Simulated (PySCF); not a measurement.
Structure problem from calculated spectra and properties.

Elements present: C, H, O, S and Si. Monoisotopic mass: 105.9909 u.

- 1H NMR: chemical shifts (computed TMS as zero) by class: 4.89 (2 H), 3.56 (3 H), 2.72 (1 H) ppm [GIAO KT3/pcSseg-2]
- Valence photoelectron: vertical ionisation energy: 8.93 eV [ΔSCF B3LYP/def2-SVPD]
- NMR, other nuclei: isotropic shieldings of nuclei other than C and H, by class: 294 (1 O), 408 (1 Si), -515 (1 S) ppm [GIAO KT3/pcSseg-2]
- 13C NMR: chemical shifts (computed TMS as zero) by class: 303.5 (1 C), 45.9 (1 C) ppm [GIAO KT3/pcSseg-2]
- Rotational structure: rotational constants A, B, C: 4.231, 2.481, 1.610 GHz [PBE0-D3(BJ)/def2-SVP]
- Polarisability: 78.2 au [B3LYP/def2-SVPD]

Electronic properties: PySCF, gas phase, density fitting. Levels stand in brackets. The structure is a single PBE0-D3(BJ)/def2-SVP conformer in the gas phase; no vibrational or solvent corrections. NMR classes are plain means over equivalent atoms (diastereotopic ones count apart unless rotation or inversion swaps them), as if these changed places fast.

Question: Which formula fits the mass and the elements?

Answer: C2H6OSSi (calculated 105.9909). No other formula that holds each of these elements comes within 0.0003 u with a fitting electron parity and a possible valence count.

Question: What is the compound? Reason from the data.

Answer: Numbering: `[CH3:1][C:2](=[S:3])[SiH2:4][OH:5]`. Its formula, C2H6OSSi, gives 1 degree of unsaturation: 0 rings and 1 π bond in the structure found. 2 carbons fall into 2 classes; from least to most shielded: thiocarbonyl carbon [C2] (303.5 ppm), methyl carbon [C1] (45.9 ppm). Hydrogen classes from least to most shielded: 2 H on an oxygen-bound silicon, Si4 (4.89 ppm), 3 H on a methyl carbon, C1 (3.56 ppm), 1 H on a silanol oxygen, O5 (2.72 ppm). The other shieldings belong to: 294 ppm, silanol oxygen [O5]; 408 ppm, oxygen-bound silicon [Si4]; -515 ppm, thiocarbonyl sulfur [S3]. The first electron is taken from the HOMO, whose largest Löwdin shares are 0.68 on the thiocarbonyl sulfur, 0.14 on the thiocarbonyl carbon, 0.06 on the oxygen-bound silicon and 0.04 on the methyl carbon. By its constants the optimised geometry is an asymmetric top. Structure: `CC(=S)[SiH2]O`. Computed isomers that give other values at the same levels: `CC(=S)O[SiH3]` (13C chemical shifts (computed TMS as zero) by class: 222.0 (1 C), 34.7 (1 C) ppm); `[SiH3]O[C@H]1CS1` (rotational constant A: 7.451 GHz; this holds for the one conformer computed); `CC(=O)[SiH2]S` (13C chemical shifts (computed TMS as zero) by class: 224.9 (1 C), 36.2 (1 C) ppm). The assignments are read from this structure; whether some other isomer fits the data as well wasn't checked.

The values belong to the conformer `[CH3:1][C:2](=[S:3])[SiH2:4][OH:5]`: C1–C2–Si4–O5 177°, H–O5–Si4–C2 3°.
